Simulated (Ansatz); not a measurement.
Mulliken charges of `FC[SiH](F)[SeH]` from ωB97M-V/def2-TZVPP in Ansatz (PBE0-D4/def2-TZVP geometry).

```json
{"atom": "F1", "x (Å)": "-0.140", "y (Å)": "-0.416", "z (Å)": "2.229", "charge (e)": "-0.230"}
{"atom": "C2", "x (Å)": "0.088", "y (Å)": "0.343", "z (Å)": "1.089", "charge (e)": "-0.081"}
{"atom": "Si3", "x (Å)": "-0.407", "y (Å)": "-0.612", "z (Å)": "-0.456", "charge (e)": "0.514"}
{"atom": "F4", "x (Å)": "0.440", "y (Å)": "-1.963", "z (Å)": "-0.492", "charge (e)": "-0.297"}
{"atom": "Se5", "x (Å)": "-0.035", "y (Å)": "0.675", "z (Å)": "-2.278", "charge (e)": "-0.179"}
{"atom": "H6", "x (Å)": "-0.495", "y (Å)": "1.268", "z (Å)": "1.161", "charge (e)": "0.119"}
{"atom": "H7", "x (Å)": "1.149", "y (Å)": "0.615", "z (Å)": "1.060", "charge (e)": "0.108"}
{"atom": "H8", "x (Å)": "-1.844", "y (Å)": "-0.962", "z (Å)": "-0.479", "charge (e)": "-0.029"}
{"atom": "H9", "x (Å)": "1.333", "y (Å)": "1.007", "z (Å)": "-1.852", "charge (e)": "0.075"}
```

**Question.** By hand: the dipole of these point charges (1 e Å = 4.8032 D).

**Answer.** Σ q r = (-0.090, 0.536, -0.154) e Å, of length 0.565 e Å = 2.71 D.

**Question.** How does the dipole of the full density compare? (Best estimate.)

**Answer.** Ansatz gave: (0.036, 0.384, -0.107) e Å, 1.92 D; the point charges give 1.41 times that, at 14° from its direction.

Point charges leave out the atoms' own dipoles, such as those of lone pairs, and Mulliken's split depends on the basis, so the two needn't agree.
